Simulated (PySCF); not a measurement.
NbH4, doublet: molecular constants

All numbers come from PySCF, UPBE0, basis Nb def2-TZVP with ECP28, H def2-TZVP (scalar-relativistic core potentials, no spin–orbit coupling, density fitting).

The structure is a minimum.

```xyz
5
charge 0 multiplicity 2, angstrom
Nb    0.0000    0.0000    0.0000
H     1.4026    0.0000    1.0606
H    -1.4026    0.0000    1.0606
H     0.0000    1.4027   -1.0606
H     0.0000   -1.4026   -1.0606
```

- Point group: D2d
- Bond lengths: Nb–H 1.758 Å (×4)
- Bond angles: H–Nb–H 105.8° (×2), H–Nb–H 111.3° (×4)
- Rotational constants: 2.125, 1.983, 1.983 cm⁻¹
- Rotational symmetry number: 4
- Highest occupied level (α): -6.27 eV
- Atomisation energy without zero-point energy: 1062 kJ/mol
- Lowest empty level (α): -3.34 eV
- Zero-point energy: 59.8 kJ/mol
- Principal quadrupole moments (Buckingham, traceless) about the centre of mass: -0.04, -0.04, 0.08 D Å
- Principal polarisabilities: 48.7, 50.9, 50.9 bohr³
- Enthalpy at 298.15 K above 0 K: 12.59 kJ/mol
- Spin squared ⟨S²⟩: 0.758
- Dipole moment: 0.00 D
- Entropy at 298.15 K and 1 bar (electronic part: spin only): 247.5 J/(mol K)
- Heat capacity Cp at 298.15 K: 58.1 J/(mol K)

Harmonic modes (masses in u: Nb 92.906, H 1.008):
| symmetry | ω (cm⁻¹) | IR (km/mol, summed over degenerate members) |
| --- | --- | --- |
| b2 | 415 | 206 |
| e | 520 | 396 |
| a1 | 612 | 0.0 |
| b1 | 625 | 0.0 |
| e | 1808 | 731 |
| b2 | 1825 | 441 |
| a1 | 1868 | 0.0 |

In D2d the vibrations span 2b2 + 2e + 2a1 + b1. The a1, b1 modes carry no infrared intensity, as symmetry demands.

Charges (e):
| atom | Mulliken | Löwdin | polar tensor | spin (Mulliken) | Mayer order to Nb1 |
| --- | --- | --- | --- | --- | --- |
| Nb1 | 0.56 | 0.34 | 1.46 | 1.19 | – |
| H2,3,4,5 | -0.14 | -0.08 | -0.37 | -0.05 | 0.97 |

Mulliken populations on Nb1 (electrons outside its core potential): s 2.74, p 6.37, d 3.30, f 0.02.

Outer orbital energies (eV). α occupied: -9.57, -9.09, -9.09, -8.77, -6.27; empty: -3.34, -1.97, -1.97, -1.92. β occupied: -9.48, -8.94, -8.94, -8.73; empty: -2.84, -1.88, -1.73, -1.63.

Formally Nb is in oxidation state +4, d1, with 1 unpaired electron. The Mulliken spin on Nb is 1.19. The polar-tensor charge on Nb, 1.46, is far below the formal one.

Other isomers or separated fragments may lie lower. Other spin states or occupations of the open shell can lie lower.

The final relaxation and frequency run took of the order of 50 core-seconds on a shared host.
